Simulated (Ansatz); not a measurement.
C$_{2}$Cl$_{3}$F$_{3}$, SMILES `FC(F)(Cl)C(F)(Cl)Cl`, relaxed with RKS PBE-D4/def2-SVP in the Gaussian-basis code of Ansatz from a rough embedded geometry. The force threshold is 0.03 eV/Å; the program also tests the step.

The species carries charge 0 and has multiplicity 1.

Start:

```xyz
8

F    -0.942    1.276   -0.742
C    -0.642    0.393    0.215
F    -1.719   -0.385    0.373
Cl   -0.308    1.250    1.733
C     0.579   -0.455   -0.207
F     0.867   -1.332    0.771
Cl    0.194   -1.355   -1.686
Cl    1.971    0.608   -0.457
```

```
step  energy (eV)  largest force (eV/Å)  largest move (Å)
   1  -47747.4050                 0.582             0.000
   2  -47747.4303                 0.234             0.041
   3  -47747.4343                 0.084             0.014
   4  -47747.4345                 0.037             0.005
   5  -47747.4346                 0.004             0.002
```

End:

```xyz
8

F    -0.938    1.298   -0.743
C    -0.654    0.407    0.216
F    -1.709   -0.411    0.373
Cl   -0.336    1.252    1.756
C     0.592   -0.454   -0.206
F     0.861   -1.326    0.783
Cl    0.184   -1.361   -1.692
Cl    2.001    0.596   -0.487
```

It took 16 s on 2 threads of an AMD EPYC 7R13 on a shared host, with 0.19 GiB of host memory at the peak.
